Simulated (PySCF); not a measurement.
A geometry optimisation, step by step.

Species: C₅H₇F₂N.
Atom-mapped SMILES: `[CH3:1][N:2]([CH3:3])[C:4]([F:5])=[C:6]=[CH:7][F:8]` (hydrogens: H9, H10, H11 on C1; H12, H13, H14 on C3; H15 on C7)

Computed by this run: PySCF, PBE0-D3(BJ)/def2-SVP geometry optimisation, gas phase; density fitting, grid level 2; the optimiser is geomeTRIC in internal coordinates, started from a GFN2-xTB structure. The frame can shift and turn from step to step; on so coarse a grid that alone can change the energy by a few meV, and forces under 0.02 eV/Å are noise.

Step 0: E = -12198.4357 eV, largest atomic force 1.111 eV/Å
```
atom  x, y, z in Å  |  force x, y, z in eV/Å
C1     -0.451   -1.091   -0.805   -0.023   0.467   0.102
N2     -0.704    0.224   -0.269    0.019   0.117   0.087
C3     -2.065    0.493    0.133    0.368   0.002  -0.084
C4      0.337    0.836    0.366   -0.610   0.639   0.332
F5      0.024    2.052    0.873   -0.020  -0.659  -0.396
C6      1.550    0.359    0.549   -0.057   0.022   0.113
C7      2.793    0.004    0.529    0.642   0.166  -0.891
F8      3.613    0.251   -0.529   -0.237  -0.147   0.439
H9     -0.413   -1.858   -0.022    0.029  -0.243   0.238
H10     0.501   -1.087   -1.332    0.296  -0.065  -0.190
H11    -1.246   -1.340   -1.506   -0.238  -0.122  -0.251
H12    -2.399   -0.197    0.917   -0.157  -0.198   0.257
H13    -2.150    1.512    0.503   -0.034   0.277   0.094
H14    -2.717    0.381   -0.734   -0.265  -0.026  -0.229
H15     3.323   -0.532    1.305    0.287  -0.231   0.379
```

Step 1: E = -12198.4750 eV, largest atomic force 0.349 eV/Å
```
atom  x, y, z in Å  |  force x, y, z in eV/Å
C1     -0.446   -1.082   -0.800    0.002  -0.055  -0.034
N2     -0.710    0.224   -0.260    0.052  -0.069   0.054
C3     -2.061    0.483    0.180   -0.053  -0.026   0.009
C4      0.337    0.887    0.315   -0.068   0.021  -0.323
F5      0.017    2.143    0.626    0.069   0.106   0.193
C6      1.563    0.428    0.510   -0.015   0.078   0.019
C7      2.792   -0.003    0.532    0.053  -0.248   0.240
F8      3.613   -0.004   -0.526    0.016   0.068  -0.143
H9     -0.372   -1.861   -0.017   -0.003   0.000  -0.017
H10     0.501   -1.068   -1.358   -0.005   0.006   0.022
H11    -1.257   -1.356   -1.492    0.003  -0.009   0.022
H12    -2.375   -0.206    0.989    0.009   0.019  -0.010
H13    -2.148    1.513    0.546    0.008   0.000  -0.014
H14    -2.754    0.357   -0.666   -0.005   0.006   0.015
H15     3.296   -0.453    1.401   -0.065   0.104  -0.033
```

Step 2: E = -12198.4667 eV, largest atomic force 0.358 eV/Å
```
atom  x, y, z in Å  |  force x, y, z in eV/Å
C1     -0.435   -1.080   -0.797    0.032   0.020  -0.035
N2     -0.708    0.231   -0.271   -0.116   0.260   0.014
C3     -2.060    0.482    0.174    0.010   0.013  -0.006
C4      0.336    0.908    0.294    0.202  -0.221   0.195
F5      0.050    2.156    0.675   -0.287  -0.102  -0.184
C6      1.552    0.428    0.503    0.034  -0.056   0.200
C7      2.772   -0.029    0.536   -0.143   0.145  -0.189
F8      3.571    0.014   -0.542    0.258  -0.121   0.016
H9     -0.350   -1.850   -0.006    0.006   0.016   0.015
H10     0.510   -1.064   -1.358   -0.001  -0.004   0.005
H11    -1.246   -1.371   -1.481   -0.005   0.010   0.007
H12    -2.361   -0.197    0.995    0.008   0.010   0.009
H13    -2.153    1.516    0.524    0.006   0.021   0.005
H14    -2.758    0.338   -0.664    0.000   0.002   0.003
H15     3.278   -0.479    1.399   -0.005   0.007  -0.053
```

Step 3: E = -12198.4787 eV, largest atomic force 0.219 eV/Å
```
atom  x, y, z in Å  |  force x, y, z in eV/Å
C1     -0.442   -1.083   -0.802    0.005   0.008  -0.028
N2     -0.710    0.228   -0.273   -0.033   0.120  -0.012
C3     -2.058    0.485    0.178   -0.006   0.006  -0.009
C4      0.338    0.899    0.290    0.055  -0.144   0.155
F5      0.029    2.144    0.664   -0.092  -0.023  -0.093
C6      1.557    0.428    0.500    0.027  -0.010   0.077
C7      2.781   -0.022    0.536   -0.080   0.096  -0.116
F8      3.599    0.014   -0.528    0.112  -0.066   0.024
H9     -0.357   -1.855   -0.012    0.004   0.011   0.012
H10     0.502   -1.068   -1.366    0.000  -0.002   0.004
H11    -1.256   -1.371   -1.484   -0.002   0.004   0.004
H12    -2.360   -0.193    1.000    0.009   0.006   0.007
H13    -2.145    1.519    0.530    0.000   0.002  -0.003
H14    -2.761    0.346   -0.657    0.002  -0.003   0.001
H15     3.280   -0.466    1.405   -0.001  -0.004  -0.024
```

Step 4: E = -12198.4802 eV, largest atomic force 0.158 eV/Å
```
atom  x, y, z in Å  |  force x, y, z in eV/Å
C1     -0.445   -1.080   -0.798    0.033  -0.016  -0.015
N2     -0.710    0.230   -0.265   -0.044   0.026   0.025
C3     -2.062    0.483    0.177    0.002   0.016   0.017
C4      0.336    0.894    0.307    0.072  -0.015  -0.094
F5      0.030    2.146    0.658   -0.077  -0.026   0.021
C6      1.561    0.429    0.502    0.056   0.016  -0.066
C7      2.786   -0.015    0.523    0.041  -0.091   0.122
F8      3.620   -0.005   -0.530   -0.086   0.050  -0.044
H9     -0.368   -1.852   -0.009    0.001  -0.002  -0.004
H10     0.502   -1.067   -1.356   -0.001  -0.003   0.003
H11    -1.257   -1.361   -1.485   -0.002   0.004   0.008
H12    -2.366   -0.199    0.995    0.000   0.009   0.003
H13    -2.155    1.516    0.531    0.004   0.018   0.001
H14    -2.758    0.344   -0.664    0.004   0.000   0.004
H15     3.282   -0.460    1.395   -0.004   0.013   0.018
```

Step 5: E = -12198.4806 eV, largest atomic force 0.145 eV/Å
```
atom  x, y, z in Å  |  force x, y, z in eV/Å
C1     -0.446   -1.086   -0.802   -0.037  -0.015   0.009
N2     -0.712    0.223   -0.266    0.057  -0.064  -0.005
C3     -2.060    0.491    0.179   -0.013  -0.031  -0.006
C4      0.338    0.883    0.306   -0.040   0.044  -0.084
F5      0.012    2.130    0.654    0.098   0.067   0.083
C6      1.565    0.424    0.505   -0.089   0.032   0.058
C7      2.791   -0.015    0.531   -0.026  -0.014  -0.050
F8      3.606    0.010   -0.537    0.053  -0.017   0.018
H9     -0.368   -1.860   -0.013   -0.001  -0.007  -0.007
H10     0.501   -1.073   -1.359   -0.001   0.007   0.001
H11    -1.258   -1.366   -1.488   -0.001  -0.005   0.002
H12    -2.368   -0.183    1.002   -0.004   0.004   0.002
H13    -2.141    1.527    0.528   -0.001  -0.007  -0.011
H14    -2.760    0.354   -0.659    0.000  -0.006   0.001
H15     3.296   -0.457    1.399    0.005   0.014  -0.012
```

Step 6: E = -12198.4824 eV, largest atomic force under 0.02 eV/Å
```
atom  x, y, z in Å  |  force x, y, z in eV/Å
C1     -0.446   -1.084   -0.801   -0.008   0.003  -0.002
N2     -0.711    0.226   -0.268    0.006   0.016   0.008
C3     -2.060    0.489    0.179   -0.002  -0.005  -0.003
C4      0.337    0.890    0.301    0.002  -0.010  -0.005
F5      0.022    2.138    0.661   -0.005  -0.005  -0.001
C6      1.562    0.427    0.501    0.011   0.006   0.004
C7      2.787   -0.018    0.528   -0.009  -0.004  -0.009
F8      3.611    0.004   -0.533    0.002  -0.002   0.005
H9     -0.364   -1.857   -0.013    0.001   0.002   0.002
H10     0.500   -1.070   -1.361    0.000   0.000  -0.001
H11    -1.259   -1.367   -1.485   -0.001   0.000   0.001
H12    -2.364   -0.185    1.004    0.002   0.003   0.004
H13    -2.144    1.525    0.526   -0.001   0.000  -0.005
H14    -2.760    0.347   -0.658    0.000  -0.004   0.001
H15     3.286   -0.461    1.398    0.004   0.000   0.002
```

Step 7: E = -12198.4825 eV, largest atomic force under 0.02 eV/Å
```
atom  x, y, z in Å  |  force x, y, z in eV/Å
C1     -0.448   -1.083   -0.801    0.013   0.002  -0.006
N2     -0.710    0.228   -0.268   -0.010  -0.011  -0.008
C3     -2.059    0.489    0.180    0.003   0.014   0.006
C4      0.339    0.891    0.300   -0.012  -0.009   0.012
F5      0.023    2.138    0.661    0.005   0.002  -0.002
C6      1.564    0.427    0.500   -0.002   0.007  -0.005
C7      2.788   -0.020    0.527    0.000   0.001  -0.004
F8      3.614    0.002   -0.532   -0.001  -0.003   0.002
H9     -0.366   -1.855   -0.012    0.001   0.000   0.002
H10     0.497   -1.071   -1.363    0.000  -0.003  -0.001
H11    -1.263   -1.365   -1.483    0.001   0.000   0.002
H12    -2.361   -0.183    1.007    0.002   0.003   0.004
H13    -2.146    1.525    0.523   -0.003   0.003  -0.003
H14    -2.760    0.343   -0.656    0.002  -0.004   0.001
H15     3.286   -0.463    1.398    0.001  -0.002   0.000
```

Problem. Summarise the path.

Solution. The energy falls by 4.52 kJ/mol from step 0 to step 7; nine tenths of that is first reached at step 3. It rises by more than 0.2 meV at step 2. The largest force goes from 1.111 to under 0.02 eV/Å. Among the bonds C4–F5 changes most, from 1.354 to 1.336 Å; the atoms move by 0.093 Å rms after alignment.

Problem. Follow the three bonds and two angles with the largest change from start to end.

Solution. 
| step | E above end (kJ/mol) | largest force (eV/Å) | C4–F5 (Å) | C7–F8 (Å) | C7–H15 (Å) | C4–C6–C7 (°) | F5–C4–C6 (°) |
| --- | --- | --- | --- | --- | --- | --- | --- |
| 0 | 4.52 | 1.111 | 1.354 | 1.361 | 1.082 | 169.5 | 119.1 |
| 1 | 0.73 | 0.349 | 1.333 | 1.340 | 1.100 | 172.4 | 120.9 |
| 2 | 1.52 | 0.358 | 1.336 | 1.342 | 1.098 | 172.3 | 119.4 |
| 3 | 0.36 | 0.219 | 1.335 | 1.343 | 1.097 | 172.4 | 120.0 |
| 4 | 0.22 | 0.158 | 1.335 | 1.343 | 1.097 | 172.4 | 120.2 |
| 5 | 0.18 | 0.145 | 1.335 | 1.343 | 1.097 | 172.5 | 120.7 |
| 6 | 0.01 | under 0.02 | 1.336 | 1.343 | 1.097 | 172.4 | 120.3 |
| 7 | 0.00 | under 0.02 | 1.336 | 1.343 | 1.097 | 172.5 | 120.3 |

The cost below is that of the whole optimisation. Time: 77 s wall; peak memory 0.72 GiB. Hardware: one thread of an Arm Neoverse V1, shared host with 32 logical CPUs at a one-minute load of 22.
